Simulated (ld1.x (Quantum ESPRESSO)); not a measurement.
# Pseudopotential generation for potassium: PAW, BP86, scalar-relativistic.

ld1.x (Quantum ESPRESSO) 7.5 input, shortened:

```
&input
   title='K', zed=19., rel=1, dft='BP', iswitch=3,
   config='[Ar] 3d-2 4s1 4p0'
 /
 &inputp
   pseudotype=3, lpaw=.true., tm=.true., lloc=-1, rcloc=3.85,
   nlcc=.true., new_core_ps=.true., rcore=2.80,
   which_augfun='BESSEL', rmatch_augfun=2.95
 /
5
4S  1  0   1.00   0.00  3.10  3.85  0.0
4S  1  0   0.00   3.80  3.10  3.85  0.0
4P  2  1   0.00   0.00  4.05  4.40  0.0
4P  2  1   0.00   2.40  4.05  4.40  0.0
3D  3  2  -2.00   0.45  2.80  3.45  0.0
 &test
   configts(1)='4s1 4p0'
 /
```

All-electron outer shells of the reference configuration (BP86, scalar-relativistic, ld1.x):

```json
{"shell": "3s", "level (eV)": "-35.43", "outermost node (bohr)": "0.48", "outermost maximum (bohr)": "1.07"}
{"shell": "3p", "level (eV)": "-18.90", "outermost node (bohr)": "0.45", "outermost maximum (bohr)": "1.15"}
{"shell": "4s", "level (eV)": "-2.44", "outermost node (bohr)": "1.58", "outermost maximum (bohr)": "4.13"}
{"shell": "4p", "level (eV)": "-0.89", "outermost node (bohr)": "1.88", "outermost maximum (bohr)": "5.71"}
```

Question: Is a potential produced?

Answer: No. ld1.x (Quantum ESPRESSO) 7.5 stopped with "new_paw_hamiltonian: negative rho": the spherical valence density built from the smooth waves and the augmentation charge turned negative at some radius.
